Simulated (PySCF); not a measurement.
Spectrum to structure. Theory: TDDFT B3LYP/def2-SVPD, vertical, gas phase, core orbitals frozen in the response in PySCF 2.14.0, density-fitted response routines. Geometries: PBE0-D3(BJ)/def2-SVP, one conformer each.

```
state  E (eV)       f
   S1    7.49  0.0056
   S2    7.69   0.160
   S3    7.71   0.021
   S4    7.81  0.0087
   S5    8.03  0.0071
   S6    8.31   0.011
   S7    8.31  0.0087
   S8    8.34  0.0032
   S9    8.52   0.015
  S10    8.63  0.0083
```

Triplets computed (Tamm–Dancoff): 6.77, 7.29, 7.42, 7.72 eV.

Problem. Which candidate is it? All have the formula C4H11BO2.
A. `CCCOBOC`
B. `O[BH2-][O+]1CCCC1`
C. `CC(C)(C)B(O)O`
D. `COBCCOC`

Solution. A. Its S1, at 7.49 eV, is the highest among the candidates; the nearest of the others has S1 at 6.92 eV. S1 is HOMO→LUMO (85%), HOMO→LUMO+2 (12%). Löwdin shares by element: HOMO oxygen 61%, carbon 14% or more (atoms not listed hold the other 24%); LUMO carbon 27% or more, boron 25% (atoms not listed hold the other 47%). At the same level the other candidates give, for their lowest levels:
- `CC(C)(C)B(O)O`: 6.92 eV (f 0.003); 7.75 eV (f 0.012); 7.77 eV (f 0.006); 7.82 eV (f 0.069); 8.03 eV (f 0.024); T1 6.82 eV; HOMO -7.97, LUMO -0.22 eV
- `COBCCOC`: 6.13 eV (f 0.004); 6.52 eV (f 0.020); 6.58 eV (f 0.002); 7.00 eV (f 0.010); 7.36 eV (f 0.008); T1 6.09 eV; HOMO -7.03, LUMO -0.18 eV
- `O[BH2-][O+]1CCCC1`: 6.56 eV (f 0.002); 6.96 eV (f 0.001); 7.05 eV (f 0.028); 7.43 eV (f 0.000); 7.51 eV (f 0.027); T1 6.45 eV; HOMO -7.30, LUMO 0.04 eV

Conformer computed: `[CH3:1][CH2:2][CH2:3][O:4][BH:5][O:6][CH3:7]`: C1–C2–C3–O4 -174°, C2–C3–O4–B5 -98°, C3–O4–B5–O6 177°, O4–B5–O6–C7 -1°.

Without π bonds the low states are Rydberg-like; a valence basis with one diffuse set may place them up to an eV too high.
